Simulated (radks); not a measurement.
Task: Method: non-relativistic Kohn-Sham, LB94 model potential, spin-polarised, spherical densities, point nucleus; open shells are filled with parallel spins first (spin-orbit coupling, left out, can overturn this in heavy ions); computed with a radial shooting solver on a logarithmic mesh with Libxc functionals. Response by self-consistent Sternheimer equations with the Hartree and adiabatic LDA kernel. For heavy and open-shell atoms this level of theory can miss by tens of per cent. Rank Ga2+, Zr+, Te, Sc, Sb+, Ag3+ (NIST ground configurations) by static dipole polarisability, largest first.

Result: Sc 98.65, Zr+ 49.77, Te 37.24, Sb+ 24.28, Ga2+ 8.370, Ag3+ 3.894 bohr^3.
